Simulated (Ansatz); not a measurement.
Isolated molecules relaxed with PBE0-D4/def2-TZVP in Ansatz; ΔE leaves out vibrations. CBS: MP2 limit from def2 TZ/QZ plus the TZ coupled-cluster correction, frozen cores. Elements past krypton have def2 core potentials. For In outer-core shells are correlated without core-valence functions, which leaves a few kJ/mol of doubt a bond. Each species was taken in one conformer, which may not be the lowest.

`BN([SiH3])CC` + `[OH][In]([OH])[Cl]` → `[OH][In]([Cl])[O][SiH3]` + `BNCC`  (ligand exchange at the Si–N bond)

| species | CCSD(T)/CBS(def2) energy (Eh) |
| --- | --- |
| `BN([SiH3])CC` | -450.74134 |
| `[OH][In]([OH])[Cl]` | -801.23057 |
| `[OH][In]([Cl])[O][SiH3]` | -1091.54856 |
| `BNCC` | -160.44809 |

Question: Work out ΔE.

Answer: ΔE = (-1091.54856) + (-160.44809) − (-450.74134) − (-801.23057) = -0.02474 Eh = -0.67 eV.

Largest T1 diagnostic among the species: 0.016.

The D4 term adds +0.08 eV with B3LYP and +0.04 eV with PBE0; it sums over pairs of atoms, weighted by their polarisabilities, and B3LYP, whose exchange is more repulsive, gets the larger term. From PBE to PBE0 (25 % exact exchange), in def2-TZVPP and without D4, ΔE moves by −0.04 eV.

B3LYP here is the variant with VWN-RPA as its local correlation; programs differ in this.
